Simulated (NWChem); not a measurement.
System: C₃H₄FNSi; SMILES FC1[SiH2]N=CC=1

Input file for NWChem:

```
start job
memory heap 200 mb stack 900 mb global 1100 mb
geometry units angstroms noautosym nocenter noautoz
  F     -0.126066     2.257525     0.000000
  C      0.096887     0.941300     0.000000
  C      1.333481     0.374437     0.000000
  C      1.267658    -1.112313     0.000000
  N      0.139919    -1.757493     0.000000
  Si    -1.141988    -0.517530     0.000000
  H      2.283668     0.931795     0.000000
  H      2.228440    -1.676151     0.000000
  H     -1.993644    -0.572824    -1.232611
  H     -1.993644    -0.572824     1.232611
end
basis spherical
  F library def2-svp
  C library def2-svp
  N library def2-svp
  Si library def2-svp
  H library def2-svp
end
dft
  xc xpbe96 cpbe96
  iterations 150
end
cosmo
  do_cosmo_smd true
  solvent acetone
end
task dft energy
```

Parts of the log:

```
             Northwest Computational Chemistry Package (NWChem) 7.3.0
             --------------------------------------------------------

                             Geometry "geometry" -> ""
                             -------------------------

 Output coordinates in angstroms (scale by  1.889725989 to convert to a.u.)

  No.       Tag          Charge          X              Y              Z
 ---- ---------------- ---------- -------------- -------------- --------------
    1 F                    9.0000    -0.12606600     2.25752500     0.00000000
    2 C                    6.0000     0.09688700     0.94130000     0.00000000
    3 C                    6.0000     1.33348100     0.37443700     0.00000000
    4 C                    6.0000     1.26765800    -1.11231300     0.00000000
    5 N                    7.0000     0.13991900    -1.75749300     0.00000000
    6 Si                  14.0000    -1.14198800    -0.51753000     0.00000000
    7 H                    1.0000     2.28366800     0.93179500     0.00000000
    8 H                    1.0000     2.22844000    -1.67615100     0.00000000
    9 H                    1.0000    -1.99364400    -0.57282400    -1.23261100
   10 H                    1.0000    -1.99364400    -0.57282400     1.23261100

 Effective nuclear repulsion energy (a.u.)     270.9733274266

  pbe96 is a nonlocal functional; adding pw91lda local functional.

                                 NWChem DFT Module
                                 -----------------

 Summary of "ao basis" -> "ao basis" (spherical)
 ------------------------------------------------------------------------------
       Tag                 Description            Shells   Functions and Types
 ---------------- ------------------------------  ------  ---------------------
 F                          def2-svp                 6       14   3s2p1d
 C                          def2-svp                 6       14   3s2p1d
 N                          def2-svp                 6       14   3s2p1d
 Si                         def2-svp                 8       18   4s3p1d
 H                          def2-svp                 3        5   2s1p

 in cosmo_initialize ...
 calling solv_data for solv:acetone

 solvent parameters
 solvname_short: acetone
 solvname_long:  acetone
 dielec:       20.4930
 dielecinf:     1.8463
 nonaqueous SMD model solvent descriptors
 dielec:       20.4930
 sola:          0.0400
 solb:          0.4900
 solc:          0.0000
 solg:         33.7700
 solh:          0.0000
 soln:          1.3588

          ---------------
          -cosmo- solvent
          ---------------
 Cosmo: York-Karplus, doi: 10.1021/jp992097l
 dielectric constant -eps-     =  20.49
 screen = (eps-1)/(eps    )    =   0.95120
 surface charge correction     = lagrangian

   van der Waals surface
 --------------------------

 ---------- ATOMIC COORDINATES (A.U.) ------------ VDWR(ANG.) --
     1   -0.23823020    4.26610366    0.00000000     1.730
     2    0.18308988    1.77879907    0.00000000     1.850
     3    2.51991370    0.70758333    0.00000000     1.850
     4    2.39552627   -2.10196678    0.00000000     1.850
     5    0.26440857   -3.32118020    0.00000000     1.890
     6   -2.15804440   -0.97798989    0.00000000     2.470
     7    4.31550677    1.76083723    0.00000000     1.200
     8    4.21114098   -3.16746611    0.00000000     1.200
     9   -3.76744088   -1.08248040   -2.32929704     1.200
    10   -3.76744088   -1.08248040    2.32929704     1.200
 number of segments per atom =        128
 number of   points per atom =        128
 atom (   nspa,  nppa )
 ----------------------
    1 (     86,     0 )       0
    2 (     24,     0 )       0
    3 (     46,     0 )       0
    4 (     46,     0 )       0
    5 (     50,     0 )       0
    6 (     84,     0 )       0
    7 (     54,     0 )       0
    8 (     56,     0 )       0
    9 (     31,     0 )       0
   10 (     31,     0 )       0
 number of -cosmo- surface points =      508
 molecular surface =    130.827 angstrom**2
 molecular volume  =    118.717 angstrom**3
 -lineq- algorithm             =   0
 -bem- low  level              =   3
 -bem- from -octahedral-
 gaussian surface charge width =   4.50000
 degree of switching           =   1.00000
 switching function tolerance  =   0.00010
 atomic radii =
 --------------
    1  9.000  1.730
    2  6.000  1.850
    3  6.000  1.850
    4  6.000  1.850
    5  7.000  1.890
    6 14.000  2.470
    7  1.000  1.200
    8  1.000  1.200
    9  1.000  1.200
   10  1.000  1.200
 ...... end of -cosmo- initialization ......

 nat:                    10
 ixmem:                  5529
 calling mnsol_interface()
 G(SMD-CDS) energy (kcal/mol)  =     0.581
 SMD-CDS SASA (angstrom**2)    =   148.728

            General Information
            -------------------
          SCF calculation type: DFT
          Wavefunction type:  closed shell.
          No. of atoms     :    10
          No. of electrons :    52
           Alpha electrons :    26
            Beta electrons :    26
          Charge           :     0
          Spin multiplicity:     1
          Use of symmetry is: off; symmetry adaption is: off
          Maximum number of iterations: 150
          AO basis - number of functions:   108
                     number of shells:    50
          Convergence on energy requested:  1.00D-06
          Convergence on density requested:  1.00D-05
          Convergence on gradient requested:  5.00D-04

              XC Information
              --------------
          PerdewBurkeErnzerhof Exchange Functional  1.000
            Perdew 1991 LDA Correlation Functional  1.000 local
           PerdewBurkeErnz. Correlation Functional  1.000 non-local

             Grid Information
             ----------------
          Grid used for XC integration:  medium
          Radial quadrature: Mura-Knowles
          Angular quadrature: Lebedev.
          Tag              B.-S. Rad. Rad. Pts. Rad. Cut. Ang. Pts.
          ---              ---------- --------- --------- ---------
          F                   0.50       49          11.0       434
          C                   0.70       49          10.0       434
          N                   0.65       49          10.0       434
          Si                  1.10       88          10.0       590
          H                   0.35       45          12.0       434
          Grid pruning is: on
          Number of quadrature shells:   513
          Spatial weights used:  Erf1

      Superposition of Atomic Density Guess
      -------------------------------------

 Sum of atomic energies:        -557.14678492

      Non-variational initial energy
      ------------------------------

 Total energy =    -560.049077
 1-e energy   =   -1305.588002
 2-e energy   =     474.565597
 HOMO         =      -0.294167
 LUMO         =      -0.060494

   convergence    iter        energy       DeltaE   RMS-Dens  Diis-err
 ---------------- ----- ----------------- --------- --------- ---------
     COSMO gas phase
 d= 0,ls=0.0,diis     1   -559.8929986247 -8.31D+02  2.46D-02  1.06D+00
 d= 0,ls=0.0,diis     2   -559.2901931656  6.03D-01  1.94D-02  5.64D+00
 d= 0,ls=0.0,diis     3   -559.9906954239 -7.01D-01  5.88D-03  2.58D-01
 d= 0,ls=0.0,diis     4   -560.0097791780 -1.91D-02  2.81D-03  1.43D-01
 d= 0,ls=0.0,diis     5   -560.0242834081 -1.45D-02  8.13D-04  5.67D-03
  Resetting Diis
 d= 0,ls=0.0,diis     6   -560.0245121839 -2.29D-04  4.02D-04  2.66D-03
 d= 0,ls=0.0,diis     7   -560.0248703497 -3.58D-04  2.56D-04  1.46D-04
 d= 0,ls=0.0,diis     8   -560.0247639855  1.06D-04  2.07D-04  8.94D-04
 d= 0,ls=0.0,diis     9   -560.0248872076 -1.23D-04  4.07D-05  2.37D-05
 d= 0,ls=0.0,diis    10   -560.0248902396 -3.03D-06  9.71D-06  1.38D-06
 d= 0,ls=0.0,diis    11   -560.0248903770 -1.37D-07  3.52D-06  1.92D-07

   convergence    iter        energy       DeltaE   RMS-Dens  Diis-err
 ---------------- ----- ----------------- --------- --------- ---------
     COSMO solvation phase
 d= 0,ls=0.0,diis     1   -560.0293521123 -4.46D-03  2.15D-03  2.74D-03
 d= 0,ls=0.0,diis     2   -560.0290363976  3.16D-04  7.07D-04  9.34D-03
 d= 0,ls=0.0,diis     3   -560.0301835554 -1.15D-03  1.97D-04  4.86D-04
 d= 0,ls=0.0,diis     4   -560.0302222475 -3.87D-05  1.03D-04  1.34D-04
 d= 0,ls=0.0,diis     5   -560.0302358294 -1.36D-05  4.23D-05  2.55D-05
 d= 0,ls=0.0,diis     6   -560.0302387625 -2.93D-06  1.29D-05  3.35D-06
 d= 0,ls=0.0,diis     7   -560.0302392300 -4.67D-07  2.94D-06  9.92D-08

         Total DFT energy =     -560.030239230012
      One electron energy =    -1309.059999517829
           Coulomb energy =      533.534499379532
    Exchange-Corr. energy =      -55.495237633036
 Nuclear repulsion energy =      270.973327426633

             COSMO energy =        0.017171114687

 Numeric. integr. density =       52.000008551694

                                COSMO-SMD solvation results
                                ---------------------------

             internal energy in gas <Psi(g)|H|Psi(g)> =      -560.024890376962
         internal energy in solvent <Psi(s)|H|Psi(s)> =      -560.023801101657
                               delta internal energy  =         0.001089275305 (    0.68 kcal/mol)
   total free energy in solvent <Psi(s)|H+V/2|Psi(s)> =      -560.031164636342
 polarization energy contribution <Psi(s)|V/2|Psi(s)> =        -0.007363534685 (   -4.62 kcal/mol)
    total free energy in solvent including G(SMD-CDS) =      -560.030239230012
                       G(SMD-CDS) energy contribution =         0.000925406330 (    0.58 kcal/mol)
     1 M fixed-concentration free energy of solvation =        -0.005348853050 (   -3.36 kcal/mol)

                       DFT Final Molecular Orbital Analysis
                       ------------------------------------

 Vector   24  Occ=2.000000D+00  E=-2.866864D-01
              MO Center= -2.3D-01,  5.9D-01, -5.5D-09, r^2= 3.3D+00
   Bfn.  Coefficient  Atom+Function         Bfn.  Coefficient  Atom+Function
  ----- ------------  ---------------      ----- ------------  ---------------
    18      0.325137   2 C  px                4      0.323291   1 F  px
    32     -0.236365   3 C  px                7     -0.230098   1 F  px
    31      0.218401   3 C  s                78     -0.208486   6 Si px
    17     -0.204511   2 C  s                79     -0.164207   6 Si py
    89     -0.162041   7 H  s                81     -0.147223   6 Si px

 Vector   25  Occ=2.000000D+00  E=-2.321628D-01
              MO Center=  5.1D-01,  1.0D-01,  5.7D-09, r^2= 2.9D+00
   Bfn.  Coefficient  Atom+Function         Bfn.  Coefficient  Atom+Function
  ----- ------------  ---------------      ----- ------------  ---------------
    34      0.349966   3 C  pz               20      0.334054   2 C  pz
    62      0.324153   5 N  pz                6      0.257943   1 F  pz
    37      0.257380   3 C  pz               65     -0.249668   5 N  pz
     9     -0.197576   1 F  pz               23      0.191777   2 C  pz
    48     -0.104947   4 C  pz               51     -0.079011   4 C  pz

 Vector   26  Occ=2.000000D+00  E=-2.195728D-01
              MO Center=  3.5D-01, -1.4D+00, -7.3D-10, r^2= 2.4D+00
   Bfn.  Coefficient  Atom+Function         Bfn.  Coefficient  Atom+Function
  ----- ------------  ---------------      ----- ------------  ---------------
    61      0.473606   5 N  py               64     -0.362500   5 N  py
    33     -0.211610   3 C  py               94     -0.189238   8 H  s
    59      0.185284   5 N  s                58      0.173185   5 N  s
    73     -0.165005   6 Si s                31      0.161780   3 C  s
    36     -0.152705   3 C  py               79      0.143754   6 Si py

 Vector   27  Occ=0.000000D+00  E=-1.019901D-01
              MO Center=  3.1D-01, -3.2D-01,  3.2D-09, r^2= 3.5D+00
   Bfn.  Coefficient  Atom+Function         Bfn.  Coefficient  Atom+Function
  ----- ------------  ---------------      ----- ------------  ---------------
    20      0.370669   2 C  pz               48     -0.341441   4 C  pz
    83      0.317945   6 Si pz               23      0.310008   2 C  pz
    51     -0.308874   4 C  pz               62     -0.285190   5 N  pz
   100      0.284575   9 H  s               105     -0.284575  10 H  s
    65      0.277178   5 N  pz               37     -0.212198   3 C  pz

 Vector   28  Occ=0.000000D+00  E=-7.201277D-03
              MO Center= -1.1D+00, -2.2D-01,  3.9D-09, r^2= 3.7D+00
   Bfn.  Coefficient  Atom+Function         Bfn.  Coefficient  Atom+Function
  ----- ------------  ---------------      ----- ------------  ---------------
    82      1.064799   6 Si py               59      0.620831   5 N  s
    17     -0.562308   2 C  s                22      0.365996   2 C  py
    74      0.356786   6 Si s                81     -0.266556   6 Si px
    90     -0.231342   7 H  s                79      0.229514   6 Si py
    31      0.197418   3 C  s                63     -0.190822   5 N  px

 Vector   29  Occ=0.000000D+00  E= 1.125766D-02
              MO Center=  8.9D-01, -2.9D-01, -5.0D-09, r^2= 2.8D+00
   Bfn.  Coefficient  Atom+Function         Bfn.  Coefficient  Atom+Function
  ----- ------------  ---------------      ----- ------------  ---------------
    37      0.621331   3 C  pz               51     -0.551527   4 C  pz
    34      0.424269   3 C  pz               48     -0.411296   4 C  pz
    23     -0.394080   2 C  pz               65      0.344776   5 N  pz
    20     -0.269712   2 C  pz               62     -0.256533   5 N  pz
    85     -0.116260   6 Si d -1              9      0.106827   1 F  pz

     Multipole analysis of the density
     ---------------------------------

     L   x y z        total         alpha         beta         nuclear
     -   - - -        -----         -----         ----         -------
     0   0 0 0     -0.000000    -26.000000    -26.000000     52.000000

     1   1 0 0      0.291051     -0.393030     -0.393030      1.077112
     1   0 1 0      0.553872      0.182077      0.182077      0.189717
     1   0 0 1     -0.000000     -0.000000     -0.000000      0.000000

     2   2 0 0    -25.888142   -114.782607   -114.782607    203.677072
     2   1 1 0      0.010728      0.449933      0.449933     -0.889139
     2   1 0 1     -0.000000     -0.000000     -0.000000      0.000000
     2   0 2 0    -36.622666   -177.498450   -177.498450    318.374234
     2   0 1 1     -0.000000     -0.000000     -0.000000      0.000000
     2   0 0 2    -31.233116    -21.042183    -21.042183     10.851249
```

Level: PBE/def2-SVP, SMD on the gas-phase geometry. Structure relaxed at the PBE-D3(BJ)/def2-SVP level. Solvent: acetone.
